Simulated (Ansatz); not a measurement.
Consider the silylene formation by 1,1-elimination: `C#C[SiH](Cl)OC` → acetylene + `CO[Si]Cl`.

Isolated molecules relaxed with PBE0-D4/def2-TZVP in Ansatz; ΔE leaves out vibrations. CCSD(T)/CBS is the MP2 limit (def2-TZVPP, def2-QZVPP) plus CCSD(T) − MP2 in def2-TZVPP, frozen cores. This one scheme is used for every species. DFT in def2-TZVPP. One conformer a species, not always the lowest.

`C#C[SiH](Cl)OC`:

```xyz
11

C     1.665    0.337   -2.051
C     1.343    0.034   -0.929
Si    0.850   -0.454    0.752
Cl    1.283    1.129    1.983
O    -0.729   -0.816    0.811
C    -1.775    0.038    0.394
H     1.955    0.607   -3.041
H     1.587   -1.638    1.218
H    -1.850    0.910    1.051
H    -1.621    0.379   -0.634
H    -2.707   -0.525    0.445
```

`C#C`:

```xyz
4

C    -0.432   -0.354   -0.215
C     0.432    0.354    0.215
H    -1.201   -0.984   -0.596
H     1.201    0.984    0.596
```

`CO[Si]Cl`:

Z-matrix (Å, degrees):
```
C
O 1 1.413
H 1 1.092 2 111.2
H 1 1.091 2 108.8 3 120.8
H 1 1.091 2 108.8 3 -120.8
Si 2 1.624 1 136.9 3 -0.8
Cl 6 2.116 2 103.0 1 -0.0
```

```
             level  ΔE (kcal/mol)
           r2SCAN0           45.1
         CAM-B3LYP           38.7
SCS-MP2/def2-TZVPP           43.2
      HF/CBS(def2)           41.7
```

(1) What does CCSD(T)/CBS give? (An estimate is asked.)

(2) What do rigid-rotor, harmonic-oscillator terms from PBE0-D4/def2-TZVP frequencies (298.15 K, 1 bar) make of the CCSD(T)/CBS value? (Estimate.)

Largest T1 diagnostic among the species: 0.014.

## Answers

(1) Computed: +41.7 kcal/mol. The listed levels differ from it by 3.4, -3.0, 1.5, 0.0 kcal/mol.

(2) Ansatz gave: ΔZPE = -1.2 kcal/mol, ΔH = +41.2 kcal/mol, ΔS = 143 J/(mol·K), ΔG = +31.1 kcal/mol.

At CCSD(T), def2-SVP lies −3.2 kcal/mol from the extrapolated value and def2-TZVPP −0.7 kcal/mol. Leaving LDA and LC-ωPBE aside and taking each functional with its dispersion term where it has one, the values, not all of them listed here, spread over 11.3 kcal/mol, from BLYP-D4 to r2SCAN0-D4. LDA lies +6.4 kcal/mol from PBE without D4.
